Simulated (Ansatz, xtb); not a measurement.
Relative energy of two structures of ClFH3Si3+

Structure a is a singlet given by its coordinates and structure b is a singlet given by its coordinates. Both are isolated ions in the gas phase, relaxed with PBE0-D3(BJ)/def2-SVP.

a (Å):

```yaml
atoms:
  - { symbol: Cl, position_ang: [-0.2781, 0.8349, -1.6189] }
  - { symbol: F, position_ang: [-1.8931, -0.2933, 0.7821] }
  - { symbol: Si, position_ang: [-1.7895, 1.1642, 0.1051] }
  - { symbol: Si, position_ang: [-0.8138, 2.8225, 1.4826] }
  - { symbol: Si, position_ang: [-2.4388, 1.0024, -2.1918] }
  - { symbol: H, position_ang: [-0.6081, 3.9689, 0.5583] }
  - { symbol: H, position_ang: [0.4471, 2.2092, 1.9761] }
  - { symbol: H, position_ang: [-1.8248, 3.0832, 2.5394] }
```

Close contacts (Å): Cl1–Si3 2.32, Cl1–Si5 2.24, F2–Si3 1.61, Si3–Si4 2.37, Si3–Si5 2.39, Si4–H6 1.49, Si4–H7 1.49, Si4–H8 1.49.

b (Å):

```
atom    x (Å)    y (Å)    z (Å)
  Cl  -1.0878  -3.0812  -0.2608
   F  -3.5815  -0.1688   1.1239
  Si  -2.0588  -0.0376   1.5868
  Si   0.0764   0.4143   0.0662
  Si  -0.5101  -1.5859   0.9668
   H  -1.8896   0.8957   2.7269
   H   0.6630   1.3760   1.0432
   H   0.3259   0.6962  -1.3713
```

Close contacts (Å): Cl1–Si5 2.02, F2–Si3 1.60, Si3–Si4 2.66, Si3–Si5 2.28, Si4–Si5 2.27, Si3–H6 1.48, Si4–H7 1.49, Si4–H8 1.49.

**Question.** Estimate which is lower in electronic energy at CCSD(T)/def2-SVP + ΔMP2/def2-TZVPP, and by roughly how much.

**Answer.** The CCSD(T)/def2-SVP + ΔMP2/def2-TZVPP calculation puts structure a lower, by 4.4 kcal/mol.

Level by level:

| level | geometry | E(b) − E(a) (kcal/mol) | departure from the last row (kcal/mol) | job, with rough time for the two |
| --- | --- | --- | --- | --- |
| PBE0-D3(BJ)/def2-SVP | PBE0-D3(BJ)/def2-SVP | +2.5 | −2.0 | optimisation, 65 s |
| HF/def2-SVP | PBE0-D3(BJ)/def2-SVP | +11.4 | +7.0 | part of the CCSD(T) run |
| MP2/def2-SVP | PBE0-D3(BJ)/def2-SVP | +1.8 | −2.6 | part of the CCSD(T) run |
| CCSD(T)/def2-SVP | PBE0-D3(BJ)/def2-SVP | +5.4 | +1.0 | single point |
| CCSD(T)/def2-SVP + ΔMP2/def2-TZVPP | PBE0-D3(BJ)/def2-SVP | +4.4 |  | single point, 19 s |

None of the levels shown reverses the order. The largest departure from CCSD(T)/def2-SVP + ΔMP2/def2-TZVPP is that of HF/def2-SVP, 7.0 kcal/mol. Levels run at GFN2-xTB geometries aren't shown. The last row adds to CCSD(T) the change of the MP2 difference between the two basis sets, here −1.0 kcal/mol.

With harmonic frequencies from PBE0-D3(BJ)/def2-SVP (ideal gas, rigid rotor, one conformer each, 298.15 K, 1 atm): on the last row, ΔE + ΔZPE = +4.4, ΔH = +4.2, ΔG = +4.7 kcal/mol.

The correlated steps freeze 21 core orbitals. Programs: Ansatz 0.2.0; the last row on 2 threads of Intel(R) Xeon(R) 6975P-C (Granite Rapids) on a shared host.
